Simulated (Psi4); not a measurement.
Psi4 input (wB97X-D/6-31G*):

```
memory 1500 MB

molecule {
0 1
C    -2.31833500    0.59078600    0.05953600
C    -0.86022900    0.23165000    0.02338800
C     0.13772600    1.19887000    0.12517900
C     1.46850600    0.81439300    0.08627300
C     1.76756200   -0.53622900   -0.05434100
N     0.83270600   -1.47844700   -0.15346700
C    -0.44164800   -1.09116700   -0.11421800
H    -2.57769200    1.27178600   -0.75425800
H    -2.57927000    1.08922700    0.99588900
H    -2.94421700   -0.29667800   -0.03360000
H    -0.12818800    2.24409400    0.23396700
H     2.26335000    1.54459000    0.16315700
H     2.79825700   -0.87266800   -0.08850700
H    -1.18267800   -1.88103500   -0.19727800
symmetry c1
no_reorient
no_com
}

set {
  basis 6-31G*
  reference rks
  scf_type df
  df_basis_scf def2-universal-jkfit
  dft_radial_points 99
  dft_spherical_points 590
  e_convergence 1e-8
  d_convergence 1e-7
  maxiter 150
}

e = energy('wb97x-d')
print_out(f'\nFINAL {e:.10f} DIPOLE {variable("CURRENT DIPOLE")[0]:.6f} {variable("CURRENT DIPOLE")[1]:.6f} {variable("CURRENT DIPOLE")[2]:.6f}\n')
```

Output:

```
   => Loading Basis Set <=

    Name: 6-31G*
    Role: ORBITAL
    Keyword: BASIS
    atoms 1-5, 7 entry C          line   111 file 6-31gs.gbs
    atoms 6      entry N          line   128 file 6-31gs.gbs
    atoms 8-14   entry H          line    44 file 6-31gs.gbs

   => WB97X-D: Empirical Dispersion <=

    Chai and Head-Gordon Dispersion Correction
    Chai, J.-D.; Head-Gordon, M. (2010), J. Chem. Phys., 132: 6615-6620

        s6 =       1.000000

         ---------------------------------------------------------
                                   SCF
               by Justin Turney, Rob Parrish, Andy Simmonett
                          and Daniel G. A. Smith
                              RKS Reference
         ---------------------------------------------------------

  ==> Geometry <==

    Molecular point group: c1
    Full point group: C1

    Geometry (in Angstrom), charge = 0, multiplicity = 1:

       Center              X                  Y                   Z               Mass
    ------------   -----------------  -----------------  -----------------  -----------------
         C           -2.318335000000     0.590786000000     0.059536000000    12.000000000000
         C           -0.860229000000     0.231650000000     0.023388000000    12.000000000000
         C            0.137726000000     1.198870000000     0.125179000000    12.000000000000
         C            1.468506000000     0.814393000000     0.086273000000    12.000000000000
         C            1.767562000000    -0.536229000000    -0.054341000000    12.000000000000
         N            0.832706000000    -1.478447000000    -0.153467000000    14.003074004430
         C           -0.441648000000    -1.091167000000    -0.114218000000    12.000000000000
         H           -2.577692000000     1.271786000000    -0.754258000000     1.007825032230
         H           -2.579270000000     1.089227000000     0.995889000000     1.007825032230
         H           -2.944217000000    -0.296678000000    -0.033600000000     1.007825032230
         H           -0.128188000000     2.244094000000     0.233967000000     1.007825032230
         H            2.263350000000     1.544590000000     0.163157000000     1.007825032230
         H            2.798257000000    -0.872668000000    -0.088507000000     1.007825032230
         H           -1.182678000000    -1.881035000000    -0.197278000000     1.007825032230

  Running in c1 symmetry.

  Rotational constants: A =      0.19170  B =      0.08648  C =      0.06026 [cm^-1]
  Rotational constants: A =   5747.14487  B =   2592.61666  C =   1806.56910 [MHz]
  Nuclear repulsion =  272.836266991504544

  Charge       = 0
  Multiplicity = 1
  Electrons    = 50
  Nalpha       = 25
  Nbeta        = 25

  ==> Algorithm <==

  SCF Algorithm Type is DF.
  DIIS enabled.
  MOM disabled.
  Fractional occupation disabled.
  Guess Type is SAD.
  Energy threshold   = 1.00e-08
  Density threshold  = 1.00e-07
  Integral threshold = 1.00e-12

  ==> Primary Basis <==

  Basis Set: 6-31G*
    Blend: 6-31G*
    Number of shells: 56
    Number of basis functions: 119
    Number of Cartesian functions: 119
    Spherical Harmonics?: false
    Max angular momentum: 2

  ==> DFT Potential <==

   => LibXC <=

    Version 7.1.2
    S. Lehtola, C. Steigemann, M. J. T. Oliveira, and M. A. L. Marques,  SoftwareX 7, 1–5 (2018) (10.1016/j.softx.2017.11.002)

   => Composite Functional: WB97X-D <=

    wB97X-D Hyb-GGA Exchange-Correlation Functional

    J.-D. Chai and M. Head-Gordon,  Phys. Chem. Chem. Phys. 10, 6615–6620 (2008) (10.1039/B810189B)

    Deriv               =              1
    GGA                 =           TRUE
    Meta                =          FALSE

    Exchange Hybrid     =           TRUE
    MP2 Hybrid          =          FALSE

   => Exchange-Correlation Functionals <=

    1.0000   wB97X-D range-separated functional

   => Exact (HF) Exchange <=

    0.7780            HF,LR [omega = 0.2000]
    0.2220               HF

   => LibXC Density Thresholds  <==

    XC_HYB_GGA_XC_WB97X_D:  1.00E-14

   => Molecular Quadrature <=

    Radial Scheme          =       TREUTLER
    Pruning Scheme         =           NONE
    Nuclear Scheme         =       TREUTLER

    Blocking Scheme        =         OCTREE
    BS radius alpha        =              1
    Pruning alpha          =              1
    Radial Points          =             99
    Spherical Points       =            590
    Total Points           =         754708
    Total Blocks           =           5347
    Max Points             =            256
    Max Functions          =            118
    Weights Tolerance      =       1.00E-15

   => Loading Basis Set <=

    Name: DEF2-UNIVERSAL-JKFIT
    Role: JKFIT
    Keyword: DF_BASIS_SCF
    atoms 1-5, 7 entry C          line   198 file def2-universal-jkfit.gbs
    atoms 6      entry N          line   258 file def2-universal-jkfit.gbs
    atoms 8-14   entry H          line    18 file def2-universal-jkfit.gbs

  ==> Integral Setup <==

  SCF_SUBTYPE=INCORE selected. In-core MEM_DF algorithm will be used.
  Using in-core AOs.

  ==> MemDFJK: Density-Fitted J/K Matrices <==

    J tasked:                   Yes
    K tasked:                   Yes
    wK tasked:                  Yes
    Omega:                2.000E-01
    Algorithm:                 Core
    Schwarz Cutoff:           1E-12
    Mask sparsity (%):       1.3700
    Fitting Condition:        1E-10

   => Auxiliary Basis Set <=

  Basis Set: DEF2-UNIVERSAL-JKFIT
    Blend: DEF2-UNIVERSAL-JKFIT
    Number of shells: 217
    Number of basis functions: 767
    Number of Cartesian functions: 767
    Spherical Harmonics?: false
    Max angular momentum: 4

  Cached 33.3% of DFT collocation blocks in 0.668 [GiB].

  Minimum eigenvalue in the overlap matrix is 7.4829286869E-04.
  Reciprocal condition number of the overlap matrix is 9.7160518324E-05.
    Using symmetric orthogonalization.

  ==> Pre-Iterations <==

  SCF Guess: Superposition of Atomic Densities via on-the-fly atomic UHF (no occupation information).

   -------------------------
    Irrep   Nso     Nmo
   -------------------------
     A        119     119
   -------------------------
    Total     119     119
   -------------------------

  ==> Iterations <==

                           Total Energy        Delta E     RMS |[F,P]|

   @DF-RKS iter SAD:  -286.81809642608710   -2.86818e+02   0.00000e+00
   @DF-RKS iter   1:  -287.32120725557519   -5.03111e-01   4.87314e-03 ADIIS/DIIS
   @DF-RKS iter   2:  -287.42147411926925   -1.00267e-01   3.53306e-03 ADIIS/DIIS
   @DF-RKS iter   3:  -287.50075179434640   -7.92777e-02   6.03675e-04 ADIIS/DIIS
   @DF-RKS iter   4:  -287.50267777273501   -1.92598e-03   2.35481e-04 ADIIS/DIIS
   @DF-RKS iter   5:  -287.50303358398270   -3.55811e-04   4.96602e-05 DIIS
   @DF-RKS iter   6:  -287.50305092135727   -1.73374e-05   1.99432e-05 DIIS
   @DF-RKS iter   7:  -287.50305394639918   -3.02504e-06   3.28750e-06 DIIS
   @DF-RKS iter   8:  -287.50305407627496   -1.29876e-07   1.64735e-06 DIIS
   @DF-RKS iter   9:  -287.50305409822045   -2.19455e-08   4.35439e-07 DIIS
   @DF-RKS iter  10:  -287.50305410186888   -3.64844e-09   1.93957e-07 DIIS
   @DF-RKS iter  11:  -287.50305410233159   -4.62705e-10   7.96974e-08 DIIS
  Energy and wave function converged.

  ==> Post-Iterations <==

   Electrons on quadrature grid:
      Ntotal   =   50.0000032324 ; deviation = 3.232e-06

    Orbital Energies [Eh]
    ---------------------

    Doubly Occupied:

       1A    -14.442219     2A    -10.327722     3A    -10.326732
       4A    -10.315424     5A    -10.314552     6A    -10.306659
       7A    -10.299937     8A     -1.039622     9A     -0.913759
      10A     -0.872067    11A     -0.796641    12A     -0.721887
      13A     -0.697720    14A     -0.609048    15A     -0.574154
      16A     -0.542780    17A     -0.517498    18A     -0.498412
      19A     -0.485744    20A     -0.475273    21A     -0.470305
      22A     -0.437330    23A     -0.357450    24A     -0.329426
      25A     -0.326223

    Virtual:

      26A      0.051485    27A      0.068498    28A      0.182258
      29A      0.201770    30A      0.219961    31A      0.223781
      32A      0.246587    33A      0.263034    34A      0.272863
      35A      0.280740    36A      0.313650    37A      0.338299
      38A      0.392560    39A      0.410830    40A      0.457288
      41A      0.504416    42A      0.539468    43A      0.595901
      44A      0.618673    45A      0.640456    46A      0.659159
      47A      0.670102    48A      0.687008    49A      0.691519
      50A      0.691962    51A      0.736722    52A      0.741074
      53A      0.760215    54A      0.761815    55A      0.804109
      56A      0.832630    57A      0.843616    58A      0.924068
      59A      0.929182    60A      0.947313    61A      0.951830
      62A      0.966148    63A      0.986781    64A      0.998642
      65A      1.015143    66A      1.033970    67A      1.063121
      68A      1.092304    69A      1.167211    70A      1.182748
      71A      1.250306    72A      1.255591    73A      1.297382
      74A      1.335366    75A      1.440528    76A      1.455786
      77A      1.477994    78A      1.518988    79A      1.570118
      80A      1.586056    81A      1.594638    82A      1.609404
      83A      1.799269    84A      1.885294    85A      1.930526
      86A      1.935957    87A      1.944284    88A      1.966138
      89A      1.988403    90A      2.049883    91A      2.162737
      92A      2.220646    93A      2.229998    94A      2.242224
      95A      2.246024    96A      2.317761    97A      2.368535
      98A      2.408685    99A      2.410405   100A      2.429096
     101A      2.439044   102A      2.534535   103A      2.627911
     104A      2.673265   105A      2.771998   106A      2.795940
     107A      2.811824   108A      2.870110   109A      2.916695
     110A      2.939165   111A      3.172477   112A      3.493045
     113A      4.166114   114A      4.204582   115A      4.239513
     116A      4.313221   117A      4.369410   118A      4.472192
     119A      4.731785

    Final Occupation by Irrep:
              A
    DOCC [    25 ]
    NA   [    25 ]
    NB   [    25 ]

  @DF-RKS Final Energy:  -287.50305410233159

   => Energetics <=

    Nuclear Repulsion Energy =            272.8362669915045444
    One-Electron Energy =                -927.1211830021903779
    Two-Electron Energy =                 395.6262296548675295
    DFT Exchange-Correlation Energy =     -28.8387424615184713
    Empirical Dispersion Energy =          -0.0056252849948265
    VV10 Nonlocal Energy =                  0.0000000000000000
    Total Energy =                       -287.5030541023315891

Computation Completed

Properties will be evaluated at   0.000000,   0.000000,   0.000000 [a0]

Properties computed using the SCF density matrix

 Multipole Moments:

 ------------------------------------------------------------------------------------
     Multipole            Electronic (a.u.)      Nuclear  (a.u.)        Total (a.u.)
 ------------------------------------------------------------------------------------

 L = 1.  Multiply by 2.5417464519 to convert [e a0] to [Debye]
 Dipole X            :         -0.3601592           -0.0000076           -0.3601668
 Dipole Y            :          0.9019912            0.0000094            0.9020007
 Dipole Z            :          0.0937578            0.0000057            0.0937635
 Magnitude           :                                                    0.9757648

 ------------------------------------------------------------------------------------

FINAL -287.5030541023 DIPOLE -0.360167 0.902001 0.093763

*** Psi4 exiting successfully. Buy a developer a beer!
```

The geometry given is a B3LYP-D3(BJ)/def2-TZVP minimum.
